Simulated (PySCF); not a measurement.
CrO3, SMILES [Cr](=[O])(=[O])=[O], multiplicity 1.

Geometry optimised at PBE0-D3(BJ)/def2-SVP. The multiplicity is an assumed one; other spin states were not compared. The isomer is the one that the SMILES or the coordinates give; other isomers of the formula were not compared.

The numbers are results of TDA-CAM-B3LYP/def2-SVPD (PySCF), not measurements.

Vertical excitations; the highest root listed may be one member of a degenerate set. The molecule is in vacuum. State labels are in the subgroup Cs.

```
state  symmetry  energy (eV)  λ (nm)      f                                                                 main pairs
-----  --------  -----------  ------  -----  -------------------------------------------------------------------------
S1           A"         2.08     596  0.000                                                             HOMO→LUMO 99 %
S2           A"         2.99     415  0.008                                               HOMO−1→LUMO (degenerate set)
S3           A'         2.99     415  0.008                                               HOMO−2→LUMO (degenerate set)
S4           A'         3.22     385  0.007                                                           HOMO−3→LUMO 99 %
S5           A'         3.29     377  0.000                                               HOMO→LUMO+1 (degenerate set)
S6           A"         3.29     377  0.000                                               HOMO→LUMO+2 (degenerate set)
S7           A"         4.12     301  0.000                                     HOMO−1→LUMO+2 49 %, HOMO−2→LUMO+1 49 %
S8           A'         4.16     298  0.005                                     HOMO−1→LUMO+1 49 %, HOMO−2→LUMO+2 49 %
S9           A"         4.21     295  0.001  HOMO−2→LUMO+1, HOMO−1→LUMO+2, HOMO−3→LUMO+1, HOMO→LUMO+2 (degenerate set)
S10          A'         4.21     295  0.001  HOMO−2→LUMO+2, HOMO−1→LUMO+1, HOMO−3→LUMO+2, HOMO→LUMO+1 (degenerate set)
T1           A"         1.89     655      0                                                             HOMO→LUMO 96 %
T2           A"         2.41     515      0                                               HOMO−1→LUMO (degenerate set)
T3           A'         2.41     515      0                                               HOMO−2→LUMO (degenerate set)
T4           A'         2.84     437      0                                                           HOMO→LUMO+1 73 %
```
Triplets are in the Tamm–Dancoff approximation.
